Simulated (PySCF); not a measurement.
Dimethoxyethane, C4H10O2, SMILES COCCOC, GFN2-xTB optimised geometry.

```
16

C      0.19     1.13    -1.17
O     -0.13     0.43     0.00
C      0.35    -0.89     0.00
C     -0.17    -1.61     1.24
O     -1.45    -2.13     0.97
C     -2.07    -2.69     2.09
H      1.28     1.20    -1.31
H     -0.23     2.13    -1.06
H     -0.25     0.65    -2.06
H      1.45    -0.89     0.00
H      0.00    -1.43    -0.89
H      0.51    -2.43     1.52
H     -0.22    -0.89     2.07
H     -1.48    -3.53     2.49
H     -2.20    -1.95     2.89
H     -3.04    -3.06     1.77
```

Density from PySCF with PBE0/def2-TZVP at that geometry.

Minimum of the electron density along straight lines between bonded atoms, close to the bond critical point (lines longer than 1.1 times the sum of covalent radii, or with two minima, are not listed):

```
bond    length / Å  ρ at the minimum / e bohr⁻³  ∇²ρ there / e bohr⁻⁵  position (fraction from the first atom)
------  ----------  ---------------------------  --------------------  ---------------------------------------
C1–O2        1.403                        0.268                 -0.58                                     0.35
O2–C3        1.407                        0.268                 -0.61                                     0.65
C3–C4        1.524                        0.257                 -0.68                                     0.50
C4–O5        1.407                        0.268                 -0.61                                     0.35
O5–C6        1.403                        0.268                 -0.58                                     0.65
C1–H7        1.098                        0.279                 -0.97                                     0.64
C1–H8        1.088                        0.287                 -1.03                                     0.65
C1–H9        1.097                        0.280                 -0.97                                     0.64
C3–H10       1.102                        0.278                 -0.96                                     0.64
C3–H11       1.099                        0.281                 -0.98                                     0.65
C4–H12       1.102                        0.278                 -0.96                                     0.64
C4–H13       1.099                        0.281                 -0.98                                     0.65
C6–H14       1.098                        0.279                 -0.97                                     0.64
C6–H15       1.097                        0.280                 -0.97                                     0.64
C6–H16       1.088                        0.287                 -1.03                                     0.65
```
